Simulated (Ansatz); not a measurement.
A short molecular-dynamics run on CH$_{3}$FOSeSi (`FC1O[SiH2][Se]1`).

```yaml
crystal:
  periodic: [false, false, false]
  atoms:
    - {symbol: F, position_ang: [-1.465709, 1.610288, 0.341037]}
    - {symbol: C, position_ang: [-0.226183, 1.076265, 0.382649]}
    - {symbol: O, position_ang: [0.093686, 0.511367, -0.835515]}
    - {symbol: Si, position_ang: [0.312615, -1.102738, -0.441936]}
    - {symbol: Se, position_ang: [-0.140631, -0.468496, 1.677302]}
    - {symbol: H, position_ang: [0.472681, 1.862904, 0.671714]}
    - {symbol: H, position_ang: [-0.650386, -1.998280, -1.125305]}
    - {symbol: H, position_ang: [1.696028, -1.548411, -0.725846]}
basis:
  gaussian: {orbitals: def2-SVP}
hamiltonian: {xc: {name: revPBE}, dispersion: d3bj}
md: {timestep: 0.5 fs, n_steps: 50, ensemble: nve, temperature: 500, initial_velocities: maxwell_boltzmann, seed: 69}
```

```sh
$ ansatz run in.yaml --threads 4 --pin off --events-out ev --progress --plain --max-ram 10444MiB
```

| step | time (fs) | potential energy (eV) | kinetic (eV) | T (K) | conserved (eV) |
| --- | --- | --- | --- | --- | --- |
| 0 | 0.0 | -79054.2985 | 0.3878 | 500 | -79053.9108 |
| 1 | 0.5 | -79054.3010 | 0.3902 | 503 | -79053.9109 |
| 2 | 1.0 | -79054.2943 | 0.3834 | 494 | -79053.9108 |
| 3 | 1.5 | -79054.2787 | 0.3680 | 474 | -79053.9107 |
| 4 | 2.0 | -79054.2563 | 0.3458 | 446 | -79053.9105 |
| 5 | 2.5 | -79054.2303 | 0.3200 | 413 | -79053.9103 |
| 6 | 3.0 | -79054.2040 | 0.2939 | 379 | -79053.9101 |
| 7 | 3.5 | -79054.1803 | 0.2703 | 349 | -79053.9100 |
| 8 | 4.0 | -79054.1615 | 0.2516 | 324 | -79053.9099 |
| 9 | 4.5 | -79054.1487 | 0.2388 | 308 | -79053.9099 |
| 10 | 5.0 | -79054.1419 | 0.2320 | 299 | -79053.9099 |
| 11 | 5.5 | -79054.1402 | 0.2302 | 297 | -79053.9101 |
| 12 | 6.0 | -79054.1419 | 0.2317 | 299 | -79053.9102 |
| 13 | 6.5 | -79054.1451 | 0.2349 | 303 | -79053.9103 |
| 14 | 7.0 | -79054.1483 | 0.2379 | 307 | -79053.9103 |
| 15 | 7.5 | -79054.1504 | 0.2401 | 310 | -79053.9103 |
| 16 | 8.0 | -79054.1520 | 0.2418 | 312 | -79053.9102 |
| 17 | 8.5 | -79054.1545 | 0.2444 | 315 | -79053.9101 |
| 18 | 9.0 | -79054.1599 | 0.2499 | 322 | -79053.9100 |
| 19 | 9.5 | -79054.1694 | 0.2594 | 334 | -79053.9100 |
| 20 | 10.0 | -79054.1832 | 0.2731 | 352 | -79053.9101 |
| 21 | 10.5 | -79054.1995 | 0.2892 | 373 | -79053.9103 |
| 22 | 11.0 | -79054.2154 | 0.3050 | 393 | -79053.9105 |
| 23 | 11.5 | -79054.2284 | 0.3178 | 410 | -79053.9106 |
| 24 | 12.0 | -79054.2364 | 0.3258 | 420 | -79053.9106 |
| 25 | 12.5 | -79054.2394 | 0.3288 | 424 | -79053.9105 |
| 26 | 13.0 | -79054.2379 | 0.3275 | 422 | -79053.9104 |
| 27 | 13.5 | -79054.2337 | 0.3233 | 417 | -79053.9103 |
| 28 | 14.0 | -79054.2280 | 0.3178 | 410 | -79053.9103 |
| 29 | 14.5 | -79054.2223 | 0.3120 | 402 | -79053.9102 |
| 30 | 15.0 | -79054.2168 | 0.3066 | 395 | -79053.9102 |
| 31 | 15.5 | -79054.2117 | 0.3015 | 389 | -79053.9103 |
| 32 | 16.0 | -79054.2064 | 0.2961 | 382 | -79053.9103 |
| 33 | 16.5 | -79054.1999 | 0.2895 | 373 | -79053.9104 |
| 34 | 17.0 | -79054.1910 | 0.2806 | 362 | -79053.9105 |
| 35 | 17.5 | -79054.1788 | 0.2683 | 346 | -79053.9105 |
| 36 | 18.0 | -79054.1625 | 0.2520 | 325 | -79053.9105 |
| 37 | 18.5 | -79054.1424 | 0.2320 | 299 | -79053.9104 |
| 38 | 19.0 | -79054.1200 | 0.2098 | 270 | -79053.9102 |
| 39 | 19.5 | -79054.0980 | 0.1879 | 242 | -79053.9100 |
| 40 | 20.0 | -79054.0796 | 0.1698 | 219 | -79053.9098 |
| 41 | 20.5 | -79054.0680 | 0.1583 | 204 | -79053.9098 |
| 42 | 21.0 | -79054.0645 | 0.1547 | 199 | -79053.9098 |
| 43 | 21.5 | -79054.0683 | 0.1583 | 204 | -79053.9100 |
| 44 | 22.0 | -79054.0769 | 0.1668 | 215 | -79053.9102 |
| 45 | 22.5 | -79054.0871 | 0.1767 | 228 | -79053.9104 |
| 46 | 23.0 | -79054.0958 | 0.1854 | 239 | -79053.9104 |
| 47 | 23.5 | -79054.1017 | 0.1912 | 247 | -79053.9104 |
| 48 | 24.0 | -79054.1046 | 0.1942 | 250 | -79053.9104 |
| 49 | 24.5 | -79054.1056 | 0.1954 | 252 | -79053.9102 |
| 50 | 25.0 | -79054.1066 | 0.1964 | 253 | -79053.9101 |

Velocities are drawn at the set temperature; a run this short doesn't reach equilibrium.

Frames (Å, forces in eV/Å):

```xyz
8
time=0.0 fs
F    -1.466    1.610    0.341   -0.625    0.305    0.030
C    -0.226    1.076    0.383   -0.198    0.051   -0.025
O     0.094    0.511   -0.836    0.091    0.896   -0.914
Si    0.313   -1.103   -0.442    0.142   -1.009    0.120
Se   -0.141   -0.468    1.677   -0.015   -0.350    0.819
H     0.473    1.863    0.672    0.494    0.469    0.218
H    -0.650   -1.998   -1.125   -0.217   -0.237   -0.173
H     1.696   -1.548   -0.726    0.327   -0.125   -0.075
8
time=1.0 fs
F    -1.469    1.605    0.341   -0.441    0.310    0.005
C    -0.225    1.072    0.375    0.194    0.727    0.600
O     0.099    0.519   -0.831    0.158    0.545   -1.369
Si    0.309   -1.102   -0.445    0.565   -0.985    0.334
Se   -0.140   -0.468    1.678   -0.025   -0.374    0.762
H     0.503    1.859    0.671   -0.092    0.081    0.078
H    -0.652   -1.993   -1.110   -0.381   -0.348   -0.334
H     1.704   -1.587   -0.703    0.021    0.044   -0.077
8
time=2.0 fs
F    -1.473    1.600    0.341   -0.259    0.310   -0.021
C    -0.224    1.068    0.369    0.524    1.319    1.200
O     0.105    0.526   -0.827    0.228    0.183   -1.806
Si    0.306   -1.102   -0.448    0.909   -1.000    0.504
Se   -0.140   -0.467    1.679   -0.033   -0.392    0.698
H     0.533    1.856    0.671   -0.620   -0.235   -0.042
H    -0.656   -1.990   -1.097   -0.477   -0.398   -0.443
H     1.713   -1.625   -0.681   -0.272    0.214   -0.089
8
time=3.0 fs
F    -1.477    1.595    0.342   -0.088    0.306   -0.046
C    -0.223    1.065    0.363    0.696    1.719    1.698
O     0.111    0.534   -0.824    0.299   -0.170   -2.189
Si    0.302   -1.102   -0.451    1.099   -1.058    0.611
Se   -0.140   -0.466    1.680   -0.038   -0.405    0.630
H     0.556    1.852    0.671   -0.984   -0.393   -0.105
H    -0.666   -1.992   -1.089   -0.478   -0.365   -0.484
H     1.719   -1.661   -0.659   -0.505    0.365   -0.115
8
time=4.0 fs
F    -1.481    1.590    0.342    0.066    0.299   -0.067
C    -0.221    1.064    0.359    0.682    1.892    2.043
O     0.118    0.542   -0.822    0.363   -0.492   -2.481
Si    0.300   -1.103   -0.454    1.109   -1.144    0.653
Se   -0.139   -0.466    1.681   -0.039   -0.412    0.559
H     0.571    1.843    0.670   -1.145   -0.375   -0.100
H    -0.680   -1.997   -1.085   -0.382   -0.250   -0.456
H     1.720   -1.694   -0.639   -0.653    0.482   -0.152
8
time=5.0 fs
F    -1.485    1.585    0.342    0.201    0.292   -0.083
C    -0.218    1.064    0.356    0.481    1.824    2.197
O     0.124    0.549   -0.822    0.413   -0.766   -2.647
Si    0.297   -1.104   -0.457    0.955   -1.227    0.642
Se   -0.139   -0.465    1.682   -0.034   -0.413    0.488
H     0.574    1.831    0.668   -1.094   -0.187   -0.026
H    -0.697   -2.004   -1.086   -0.215   -0.078   -0.376
H     1.715   -1.722   -0.620   -0.707    0.555   -0.197
8
time=6.0 fs
F    -1.489    1.581    0.342    0.317    0.283   -0.095
C    -0.215    1.066    0.355    0.101    1.515    2.139
O     0.131    0.556   -0.823    0.444   -0.977   -2.661
Si    0.295   -1.105   -0.459    0.677   -1.268    0.599
Se   -0.138   -0.465    1.683   -0.025   -0.407    0.418
H     0.568    1.817    0.666   -0.832    0.159    0.113
H    -0.716   -2.012   -1.090   -0.017    0.114   -0.269
H     1.703   -1.745   -0.603   -0.666    0.581   -0.244
8
time=7.0 fs
F    -1.493    1.577    0.342    0.413    0.273   -0.103
C    -0.212    1.068    0.355   -0.414    1.001    1.878
O     0.138    0.562   -0.826    0.450   -1.114   -2.512
Si    0.293   -1.107   -0.461    0.317   -1.232    0.543
Se   -0.138   -0.464    1.684   -0.012   -0.393    0.346
H     0.553    1.805    0.665   -0.397    0.620    0.298
H    -0.736   -2.019   -1.096    0.175    0.291   -0.160
H     1.685   -1.762   -0.588   -0.531    0.554   -0.291
8
time=8.0 fs
F    -1.496    1.572    0.342    0.485    0.259   -0.111
C    -0.210    1.072    0.358   -0.943    0.400    1.476
O     0.145    0.568   -0.831    0.431   -1.175   -2.210
Si    0.292   -1.109   -0.463   -0.091   -1.100    0.491
Se   -0.138   -0.464    1.686    0.004   -0.372    0.274
H     0.535    1.799    0.666    0.090    1.084    0.480
H    -0.754   -2.023   -1.105    0.332    0.429   -0.064
H     1.662   -1.774   -0.576   -0.308    0.475   -0.335
8
time=9.0 fs
F    -1.499    1.568    0.342    0.531    0.238   -0.121
C    -0.208    1.076    0.361   -1.278   -0.073    1.048
O     0.152    0.573   -0.837    0.389   -1.167   -1.783
Si    0.290   -1.111   -0.465   -0.512   -0.871    0.451
Se   -0.137   -0.464    1.687    0.021   -0.344    0.199
H     0.517    1.803    0.673    0.426    1.355    0.570
H    -0.769   -2.023   -1.114    0.436    0.516    0.008
H     1.636   -1.781   -0.568   -0.012    0.347   -0.372
8
time=10.0 fs
F    -1.502    1.564    0.342    0.548    0.210   -0.136
C    -0.207    1.080    0.365   -1.252   -0.221    0.711
O     0.160    0.577   -0.844    0.324   -1.108   -1.271
Si    0.288   -1.114   -0.467   -0.905   -0.560    0.427
Se   -0.137   -0.463    1.688    0.038   -0.313    0.122
H     0.504    1.819    0.684    0.443    1.259    0.496
H    -0.780   -2.018   -1.122    0.479    0.545    0.050
H     1.610   -1.785   -0.563    0.325    0.187   -0.400
8
time=11.0 fs
F    -1.505    1.560    0.341    0.540    0.176   -0.154
C    -0.207    1.084    0.370   -0.898   -0.025    0.498
O     0.168    0.581   -0.852    0.240   -1.015   -0.717
Si    0.286   -1.117   -0.468   -1.212   -0.199    0.421
Se   -0.137   -0.463    1.689    0.054   -0.281    0.045
H     0.494    1.848    0.701    0.170    0.805    0.264
H    -0.786   -2.008   -1.131    0.460    0.518    0.061
H     1.587   -1.788   -0.561    0.645    0.021   -0.417
8
time=12.0 fs
F    -1.507    1.557    0.341    0.513    0.138   -0.176
C    -0.208    1.087    0.375   -0.416    0.343    0.354
O     0.176    0.584   -0.860    0.142   -0.908   -0.161
Si    0.283   -1.120   -0.470   -1.359    0.169    0.430
Se   -0.136   -0.463    1.691    0.071   -0.248   -0.030
H     0.486    1.884    0.719   -0.205    0.180   -0.037
H    -0.788   -1.993   -1.139    0.379    0.436    0.038
H     1.570   -1.790   -0.564    0.876   -0.110   -0.419
8
time=13.0 fs
F    -1.510    1.553    0.341    0.471    0.101   -0.198
C    -0.209    1.091    0.381    0.001    0.683    0.206
O     0.184    0.586   -0.868    0.038   -0.797    0.369
Si    0.280   -1.124   -0.471   -1.290    0.501    0.451
Se   -0.136   -0.463    1.692    0.088   -0.217   -0.100
H     0.476    1.922    0.738   -0.499   -0.406   -0.310
H    -0.786   -1.974   -1.146    0.240    0.306   -0.016
H     1.562   -1.793   -0.571    0.951   -0.172   -0.403
8
time=14.0 fs
F    -1.512    1.549    0.340    0.415    0.068   -0.218
C    -0.210    1.096    0.386    0.262    0.874    0.015
O     0.193    0.588   -0.876   -0.065   -0.693    0.851
Si    0.276   -1.126   -0.472   -0.992    0.771    0.477
Se   -0.136   -0.462    1.693    0.107   -0.187   -0.162
H     0.461    1.956    0.753   -0.630   -0.826   -0.499
H    -0.782   -1.952   -1.154    0.058    0.141   -0.096
H     1.562   -1.798   -0.581    0.845   -0.148   -0.367
8
time=15.0 fs
F    -1.513    1.546    0.340    0.346    0.040   -0.238
C    -0.211    1.101    0.392    0.352    0.871   -0.228
O     0.201    0.589   -0.884   -0.161   -0.598    1.273
Si    0.272   -1.129   -0.473   -0.523    0.973    0.497
Se   -0.135   -0.462    1.695    0.126   -0.159   -0.217
H     0.441    1.983    0.764   -0.585   -1.032   -0.584
H    -0.777   -1.928   -1.162   -0.144   -0.040   -0.190
H     1.571   -1.804   -0.595    0.589   -0.053   -0.312
8
time=16.0 fs
F    -1.515    1.542    0.339    0.263    0.018   -0.256
C    -0.212    1.107    0.398    0.282    0.656   -0.524
O     0.209    0.590   -0.890   -0.248   -0.513    1.632
Si    0.268   -1.131   -0.474    0.012    1.111    0.492
Se   -0.135   -0.462    1.696    0.145   -0.134   -0.263
H     0.415    1.999    0.769   -0.378   -1.008   -0.564
H    -0.774   -1.905   -1.173   -0.326   -0.207   -0.276
H     1.585   -1.810   -0.612    0.249    0.077   -0.242
8
time=17.0 fs
F    -1.516    1.539    0.338    0.169    0.002   -0.273
C    -0.212    1.113    0.403    0.070    0.221   -0.869
O     0.217    0.591   -0.896   -0.323   -0.437    1.928
Si    0.264   -1.133   -0.474    0.495    1.189    0.444
Se   -0.134   -0.462    1.697    0.164   -0.109   -0.301
H     0.385    2.006    0.769   -0.027   -0.747   -0.440
H    -0.774   -1.884   -1.186   -0.449   -0.327   -0.324
H     1.601   -1.816   -0.632   -0.099    0.208   -0.164
8
time=18.0 fs
F    -1.517    1.535    0.337    0.072   -0.009   -0.290
C    -0.212    1.120    0.407   -0.249   -0.411   -1.252
O     0.224    0.592   -0.901   -0.391   -0.366    2.164
Si    0.260   -1.135   -0.475    0.838    1.210    0.336
Se   -0.134   -0.462    1.698    0.181   -0.084   -0.333
H     0.355    2.006    0.765    0.428   -0.275   -0.229
H    -0.778   -1.866   -1.202   -0.479   -0.378   -0.312
H     1.617   -1.820   -0.652   -0.399    0.312   -0.085
8
time=19.0 fs
F    -1.519    1.531    0.336   -0.019   -0.012   -0.305
C    -0.213    1.126    0.410   -0.585   -1.119   -1.623
O     0.232    0.592   -0.904   -0.454   -0.301    2.343
Si    0.257   -1.136   -0.475    0.999    1.180    0.167
Se   -0.133   -0.462    1.699    0.195   -0.060   -0.360
H     0.329    2.004    0.759    0.891    0.291    0.018
H    -0.787   -1.852   -1.221   -0.407   -0.356   -0.229
H     1.628   -1.821   -0.674   -0.619    0.376   -0.011
8
time=20.0 fs
F    -1.520    1.528    0.335   -0.093   -0.007   -0.320
C    -0.214    1.131    0.412   -0.789   -1.661   -1.889
O     0.239    0.592   -0.906   -0.518   -0.241    2.470
Si    0.253   -1.137   -0.475    0.986    1.118   -0.045
Se   -0.133   -0.462    1.701    0.205   -0.039   -0.383
H     0.312    2.004    0.752    1.208    0.712    0.203
H    -0.799   -1.841   -1.242   -0.256   -0.278   -0.088
H     1.634   -1.818   -0.696   -0.745    0.396    0.052
8
time=21.0 fs
F    -1.521    1.524    0.333   -0.143    0.006   -0.333
C    -0.216    1.135    0.413   -0.722   -1.791   -1.962
O     0.246    0.592   -0.907   -0.585   -0.190    2.546
Si    0.250   -1.137   -0.476    0.837    1.050   -0.268
Se   -0.132   -0.462    1.702    0.211   -0.024   -0.404
H     0.306    2.011    0.748    1.239    0.749    0.236
H    -0.814   -1.833   -1.264   -0.063   -0.172    0.085
H     1.633   -1.812   -0.717   -0.774    0.373    0.100
8
time=22.0 fs
F    -1.523    1.521    0.332   -0.166    0.028   -0.344
C    -0.218    1.138    0.412   -0.375   -1.480   -1.841
O     0.252    0.592   -0.905   -0.656   -0.144    2.573
Si    0.248   -1.137   -0.476    0.591    1.000   -0.468
Se   -0.132   -0.462    1.703    0.212   -0.017   -0.423
H     0.312    2.025    0.746    0.972    0.370    0.113
H    -0.829   -1.826   -1.285    0.128   -0.065    0.260
H     1.625   -1.802   -0.738   -0.705    0.309    0.129
8
time=23.0 fs
F    -1.524    1.517    0.330   -0.165    0.059   -0.354
C    -0.221    1.140    0.409    0.123   -0.944   -1.610
O     0.258    0.592   -0.903   -0.728   -0.102    2.554
Si    0.245   -1.136   -0.476    0.283    0.987   -0.613
Se   -0.131   -0.462    1.704    0.209   -0.017   -0.441
H     0.327    2.042    0.744    0.534   -0.213   -0.084
H    -0.844   -1.820   -1.304    0.286    0.025    0.410
H     1.609   -1.789   -0.757   -0.541    0.206    0.136
8
time=24.0 fs
F    -1.526    1.513    0.328   -0.144    0.098   -0.363
C    -0.223    1.140    0.406    0.613   -0.442   -1.364
O     0.264    0.592   -0.899   -0.797   -0.061    2.490
Si    0.243   -1.136   -0.477   -0.061    1.019   -0.685
Se   -0.131   -0.461    1.704    0.204   -0.021   -0.457
H     0.347    2.057    0.742    0.083   -0.746   -0.261
H    -0.855   -1.814   -1.318    0.392    0.085    0.520
H     1.589   -1.774   -0.775   -0.291    0.068    0.120
8
time=25.0 fs
F    -1.528    1.510    0.326   -0.111    0.142   -0.372
C    -0.225    1.141    0.401    0.994   -0.122   -1.154
O     0.269    0.592   -0.893   -0.855   -0.022    2.378
Si    0.241   -1.135   -0.478   -0.407    1.091   -0.678
Se   -0.130   -0.461    1.705    0.198   -0.028   -0.470
H     0.368    2.065    0.738   -0.277   -1.081   -0.364
H    -0.863   -1.807   -1.328    0.437    0.113    0.581
H     1.566   -1.759   -0.792    0.021   -0.092    0.080
```

Run time 34 s (4 threads of a server CPU on a shared host); peak host memory 0.17 GiB.
